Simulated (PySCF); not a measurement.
Vertical excitations of a molecule C2H6OSi2 from TDA-ωB97X/def2-SVPD (PySCF), as energy in eV (oscillator strength): 6.28 (0.006), 7.15 (0.422), 7.31 (0.000), 7.35 (0.000), 7.72 (0.042), 7.89 (0.000), 8.04 (0.010), 8.13 (0.000), 8.19 (0.008), 8.42 (0.003). Lowest triplet (TDA): 4.19 eV. Geometry optimised at PBE0-D3(BJ)/def2-SVP. Other conformers were not sampled.

Question: Pick the molecule that these values belong to.
A) [SiH3][Si@@H]1C=CO1
B) C1=C[SiH2]O[SiH2]1
C) C#C[Si@H](O)[SiH3]
D) C=C1[SiH2]O[SiH2]1

Answer: B, C1=C[SiH2]O[SiH2]1
